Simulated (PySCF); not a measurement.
CH₈FNSi₂, SMILES [SiH3]N[Si@H](F)C.

Coordinates come from a PBE0-D3(BJ)/def2-SVP optimisation. The structure was generated by enumeration; whether it is a known compound was not checked. The values are those of a single conformer.

Computed with SMD-PBE0/6-31G* (PySCF).

Solvation free energies are E(SMD) − E(gas) at the gas-phase geometry, for 1 M in both phases. In vacuum the dipole moment is 1.62 D.

| solvent | ΔG(solv) (kcal/mol) | its non-electrostatic (CDS) part | dipole (D) |
|---|---|---|---|
| water | 0.1 | 4.7 | 1.97 |
| acetone | -3.9 | 0.4 | 1.95 |
| toluene | ? | ? | ? |

**Question.** Complete the blanks. (An estimate is asked for; the answer gives what the named calculation found.)

**Answer.** 
- toluene, ΔG(solv) (kcal/mol): -2.1
- toluene, its non-electrostatic (CDS) part: 0.0
- toluene, dipole (D): 1.78
